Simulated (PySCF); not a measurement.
Ligands exchanged one at a time, Sn OH-C2H5. All species are isolated molecules in the gas phase. One relaxed conformer stands for each flexible species; it need not be the lowest. Strings in code marks are SMILES.

The LUMO from two functionals at the same geometries (B3LYP-D3(BJ)/def2-SVP), both in PySCF: PBE-D3(BJ)/def2-TZVP and B3LYP-D3(BJ)/def2-TZVP. B3LYP has the VWN-RPA correlation part, as in Gaussian. 

```json
[
 {"species": "0 of 4 OH replaced by C2H5 (`[OH][Sn]([OH])([OH])[OH]`)", "B3LYP-D3(BJ)/def2-TZVP (eV)": "-2.33"},
 {"species": "1 of 4 OH replaced by C2H5 (`C[CH2][Sn]([OH])([OH])[OH]`)", "B3LYP-D3(BJ)/def2-TZVP (eV)": "-1.34"},
 {"species": "2 of 4 OH replaced by C2H5", "B3LYP-D3(BJ)/def2-TZVP (eV)": "-0.63"}
]
```

Q: What does PBE-D3(BJ)/def2-TZVP give for each?

A: 
- 0 of 4 OH replaced by C2H5 (`[OH][Sn]([OH])([OH])[OH]`): -2.92
- 1 of 4 OH replaced by C2H5 (`C[CH2][Sn]([OH])([OH])[OH]`): -1.93
- 2 of 4 OH replaced by C2H5: -1.21
Over these rows, drawn at random from the members with no instability flagged (it was tested for open shells, ions and some series alone), PBE minus B3LYP-D3(BJ): mean -0.59 eV, from -0.59 eV to -0.58 eV.
